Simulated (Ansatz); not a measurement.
Reaction (atomization): `[OH][Ge]1([F])[CH2][SiH2]1` → C• + F• + Ge• + 5 H• + O• + Si•

Calculated with Ansatz (gas phase, PBE0-D4/def2-TZVP geometries, no zero-point term in ΔE). CCSD(T)/CBS is the MP2 limit (def2-TZVPP, def2-QZVPP) plus CCSD(T) − MP2 in def2-TZVPP, frozen cores. This one scheme is used for every species, atoms too. No spin–orbit coupling; open shells (•) take unrestricted orbitals. Spin–orbit coupling would lower the free atoms: a little for C, F, O, Si; clearly for Ge. Bonds to Ge are less sure, by a few kJ/mol each and by 10 to 20 or more in all where they break to atoms, as the def2 sets lack core-valence functions. Scalar relativity is left out up to krypton. One conformer a species, not always the lowest.

`[OH][Ge]1([F])[CH2][SiH2]1`:

```xyz
10

O    -0.270   -0.504    2.299
Ge   -0.669   -0.342    0.589
F    -2.403   -0.365    0.448
C     0.209    1.144   -0.335
Si    0.717   -0.473   -1.238
H    -0.461   -1.382    2.640
H    -0.431    1.825   -0.894
H     0.991    1.678    0.203
H     2.128   -0.906   -1.105
H     0.188   -0.675   -2.608
```

```
                     species  CCSD(T)/CBS(def2) energy (Eh)
`[OH][Ge]1([F])[CH2][SiH2]1`                    -2581.23891
                          C•                      -37.79194
                          F•                      -99.66871
                         Ge•                    -2076.01830
                          H•                       -0.50000
                          O•                      -75.00631
                         Si•                     -288.94402
```

(1) Work out ΔE.

Largest T1 diagnostic among the species: 0.013.

## Answers

(1) ΔE = 5 × (-0.50000) + (-37.79194) + (-99.66871) + (-2076.01830) + (-75.00631) + (-288.94402) − (-2581.23891) = 1.30963 Eh = +3438.4 kJ/mol.

The D4 term adds +35.4 kJ/mol with B3LYP and +18.5 kJ/mol with PBE0; it sums over pairs of atoms, weighted by their polarisabilities, and B3LYP, whose exchange is more repulsive, gets the larger term. In def2-TZVPP, CCSD(T) changes the Hartree–Fock value by +950.2 kJ/mol (the triples alone add +61.6 kJ/mol) and MP2 by +1020.4 kJ/mol; breaking electron pairs costs correlation energy, which Hartree–Fock lacks. From PBE to PBE0 (25 % exact exchange), in def2-TZVPP and without D4, ΔE moves by −73.1 kJ/mol: exact exchange takes away binding that semilocal exchange gives to molecules.

B3LYP here is the variant with VWN-RPA as its local correlation; programs differ in this.

For atomizations the MP2-based limit and the directly extrapolated one differ by several kJ/mol either way, and by 10 to 25 for some Ge, Se and Sn compounds, so smaller differences from it don't rank the levels.
